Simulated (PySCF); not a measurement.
Sn(Me)(OH) (CH4OSn), SMILES [CH3][Sn][OH] (connectivity only; charge and spin as stated), neutral, multiplicity 1. Atoms are numbered in the order given.

```xyz
7

Sn     0.3785     0.1110     0.0000
C     -0.7254    -1.7806     0.0000
H     -0.4738    -2.3816    -0.8895
H     -1.8023    -1.5553     0.0000
H     -0.4738    -2.3816     0.8895
O     -1.3311     1.1667     0.0000
H     -1.1736     2.1183     0.0000
```
Charge 0, spin multiplicity 1.

Geometry: PBE0-D3(BJ)/def2-SVP. The def2 effective core potentials stand for the cores of Sn; spin–orbit coupling is left out. The values are those of a single conformer.

Level of theory: PBE0-D3(BJ)/def2-SVP (PySCF).

Frequencies are harmonic and unscaled.

| mode | ν (cm⁻¹) | IR (km/mol) | moving atoms (share of kinetic energy) |
|---|---|---|---|
| 1 | 55 | 0.1 | H 96 % |
| 2 | 179 | 3.7 | O 41 %, C 25 %, H 25 %, Sn 9 % |
| 3 | 457 | 73.5 | H 92 % |
| 4 | 487 | 45.1 | C 69 %, H 19 %, Sn 11 % |
| 5 | 600 | 73.0 | O 85 %, Sn 12 % |
| 6 | 622 | 9.2 | H 86 %, C 13 % |
| 7 | 673 | 7.7 | H 82 %, C 17 % |
| 8 | 795 | 118.6 | H 90 %, O 8 % |
| 9 | 1170 | 7.0 | H 81 %, C 19 % |
| 10 | 1414 | 7.0 | H 95 % |
| 11 | 1420 | 14.5 | H 94 % |
| 12 | 3043 | 7.1 | H 97 % |
| 13 | 3148 | 7.6 | H 91 %, C 9 % |
| 14 | 3180 | 1.7 | H 90 %, C 10 % |
| 15 | 3885 | 66.3 | H 94 % |
